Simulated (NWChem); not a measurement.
# Basis-set convergence for HCl₃Si

```xyz
5

Si     0.0326     0.5091     0.0000
Cl    -0.9808    -0.1168     1.6823
Cl    -0.9808    -0.1168    -1.6823
Cl     1.9271    -0.3031     0.0000
H      0.1279     1.9960     0.0000
```
Charge 0, spin multiplicity 1.

The numbers come from NWChem runs, not from measurements. All single points use one geometry, from PBE/def2-SVP, a minimum by its harmonic frequencies.

Quantity: LUMO energy at the level PBE.

The Pople sets run with spherical d functions. The structure started from a generated list of species.

```
basis        functions  LUMO energy (eV)
-----------  ---------  ----------------
3-21G               54             -2.07
cc-pVDZ             77             -1.33
6-31+G*             90             -1.81
def2-SVPD          113             -1.71
aug-cc-pVDZ        117             -1.71
pcseg-2            150             -1.59
cc-pVTZ            150             -1.45
def2-TZVP          154             -1.46
def2-TZVPP         182             -1.46
aug-cc-pVTZ        223             -1.65
```

Smallest basis within 0.1 eV of aug-cc-pVTZ, the largest set run: def2-SVPD, with 113 functions against 223 and about 3 % of the time (also within reach: aug-cc-pVDZ, pcseg-2). aug-cc-pVTZ isn't the basis-set limit itself, and a small set can land close by cancellation.
